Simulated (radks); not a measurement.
Species: Ce17+. Configuration: [Kr] 4d5.

All-electron calculation, scalar-relativistic Kohn-Sham, PBE, spin-polarised, spherical densities, point nucleus; open shells are filled with parallel spins first (spin-orbit coupling, left out, can overturn this in heavy ions). Program: a radial shooting solver on a logarithmic mesh with Libxc functionals.

Energy parts (Ry):
part                       energy
total                 -17505.9730
kinetic                18569.1231
electron-nucleus      -41215.5376
Hartree                 5531.3075
exchange-correlation    -390.8661

Orbitals (lengths in bohr, moments of r in powers of bohr; r(max) is where P^2 peaks; r(90%) holds 90 % of the orbital's charge):
| orbital | occ. | eigenvalue (Ry) | <r^2> | r(90%) | r(max) | <1/r> |
|---|---|---|---|---|---|---|
| 1s up | 1 | -2989.381 | 0.0008207 | 0.0443 | 0.01574 | 63.35 |
| 1s down | 1 | -2989.379 | 0.0008207 | 0.0443 | 0.01574 | 63.35 |
| 2s up | 1 | -503.3944 | 0.01305 | 0.163 | 0.08905 | 14.61 |
| 2s down | 1 | -503.1771 | 0.01305 | 0.163 | 0.08904 | 14.61 |
| 2p up | 3 | -453.9209 | 0.01041 | 0.150 | 0.07167 | 13.83 |
| 2p down | 3 | -453.7515 | 0.01040 | 0.150 | 0.07166 | 13.83 |
| 3s up | 1 | -130.5449 | 0.08808 | 0.407 | 0.2541 | 5.322 |
| 3s down | 1 | -130.4407 | 0.08795 | 0.407 | 0.2541 | 5.323 |
| 3p up | 3 | -114.8202 | 0.08793 | 0.412 | 0.2486 | 5.041 |
| 3p down | 3 | -114.7018 | 0.08777 | 0.412 | 0.2486 | 5.043 |
| 3d up | 5 | -92.64093 | 0.07468 | 0.393 | 0.2043 | 4.787 |
| 3d down | 5 | -92.45686 | 0.07457 | 0.393 | 0.2045 | 4.786 |
| 4s up | 1 | -47.06300 | 0.4176 | 0.867 | 0.5803 | 2.325 |
| 4s down | 1 | -46.41825 | 0.4181 | 0.869 | 0.5796 | 2.325 |
| 4p up | 3 | -41.64939 | 0.4550 | 0.911 | 0.6007 | 2.179 |
| 4p down | 3 | -41.00949 | 0.4564 | 0.913 | 0.6001 | 2.177 |
| 4d up | 5 | -33.83083 | 0.5045 | 0.974 | 0.6168 | 1.985 |
| 4d down | 0 | -33.20492 | 0.5082 | 0.979 | 0.6165 | 1.981 |

The highest occupied level is 4d up at -460.29 eV. The density falls to 0.001 e/bohr^3 at r = 1.67 bohr. Summed over all electrons, <r^2> = 7.632 bohr^2, which gives a Langevin (diamagnetic) susceptibility term of -6.04 x 10^-6 cm^3/mol. Spin moment in Bohr magnetons: 5. For comparison, the ionisation energy in NIST's Atomic Spectra Database is 472 eV (theoretical). In exact Kohn-Sham theory the highest level is minus the ionisation energy, but local and semilocal functionals leave it too shallow, through self-interaction and a potential that decays too fast; potentials with the right tail come closer.
